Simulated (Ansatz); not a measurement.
The first iterations of a band of B₂FH₃O (7 atoms, charge 0, multiplicity 1).

Computed with RKS PBE0-D4/6-31G* in Ansatz 0.2.0.

| Quantity | Value |
| --- | --- |
| movable images | 7 |
| climbing image | yes |
| spring | 5.0 eV/Å² |
| optimiser | quadratic models (default) |
| start path | through a guess of the saddle point |
| force threshold | 0.05 eV/Å |
| iteration limit | 60 |
| end points | relaxed |

First end point:

```xyz
7
Properties=species:S:1:pos:R:3
B -0.734 0.974 -0.153
B 0.288 -0.379 -0.138
O 0.693 -0.932 1.030
F 0.717 -0.930 -1.287
H -1.929 0.867 -0.174
H -0.306 2.094 -0.157
H 1.271 -1.694 0.879
```

Last end point:

```xyz
7
Properties=species:S:1:pos:R:3
B -0.644 0.854 -0.103
B 0.371 -0.485 -0.356
O 0.946 -1.260 0.599
F 0.653 -0.840 -1.613
H -1.836 0.744 -0.019
H -0.215 1.970 -0.004
H 0.726 -0.984 1.496
```

| iteration | highest image above the first end (eV) | largest band force component (eV/Å) |
| --- | --- | --- |
| 1 | 152.419 | 557.177 |
| 2 | 64.493 | 213.924 |
| 3 | 37.026 | 129.451 |
| 4 | 20.194 | 107.869 |
| 5 | 9.240 | 54.403 |
| 6 | 4.138 | 22.493 |
| 7 | 1.915 | 7.800 |

Q: Does the band converge within its limit, and where does its top end?

A: The run converged. It ended after 21 iterations with the highest image 0.473 eV above the first end. A vibrational analysis at the climbing image gives one clearly imaginary mode, 614i cm⁻¹: a first-order saddle point.

Run time: 2.3 min on 1 thread of Intel(R) Xeon(R) 6975P-C (Granite Rapids) (shared host), peak memory 0.24 GiB.
